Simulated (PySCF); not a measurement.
# Dipole response of Al³⁺ (aluminium, charge +3)

[Ne], closed-shell 1S. All numbers are calculated (PySCF 2.14, the spin-free X2C one-electron Hamiltonian (Gaussian nucleus), in aug-cc-pCVQZ-DK (10s9p7d5f3g, 134 functions)). Coupled (time-dependent) response in atomic units; α is the mean over directions.

```tsv
method	mean α (bohr³)	C₆ (like pair)	S(−4)
UHF	0.2601	0.2381	0.01465
PBE	0.2782	0.2586	0.01782
PBE0	0.2726	0.2523	0.01678
```

S(−4) is the Cauchy moment in α(ω) = α(0) + S(−4) ω² + …

α(iu) at PBE0:

```json
{"u (hartree)": "0", "α(iu) (bohr³)": "0.2726"}
{"u (hartree)": "0.0500", "α(iu) (bohr³)": "0.2726"}
{"u (hartree)": "0.100", "α(iu) (bohr³)": "0.2724"}
{"u (hartree)": "0.200", "α(iu) (bohr³)": "0.2719"}
{"u (hartree)": "0.300", "α(iu) (bohr³)": "0.2711"}
{"u (hartree)": "0.500", "α(iu) (bohr³)": "0.2685"}
{"u (hartree)": "0.750", "α(iu) (bohr³)": "0.2636"}
{"u (hartree)": "1.00", "α(iu) (bohr³)": "0.2571"}
{"u (hartree)": "1.50", "α(iu) (bohr³)": "0.2406"}
{"u (hartree)": "2.00", "α(iu) (bohr³)": "0.2216"}
{"u (hartree)": "3.00", "α(iu) (bohr³)": "0.1832"}
{"u (hartree)": "5.00", "α(iu) (bohr³)": "0.1229"}
```

A single London oscillator, α(iu) = α/(1 + u²/ω²), gives C₆ = (3/4) ω α². Matching the computed C₆ needs ω = 4 × 0.2523 / (3 × 0.2726²) = 4.53 hartree.

For an ion, C₆ is the dispersion term alone; charge-induced terms of lower order in 1/R come first.
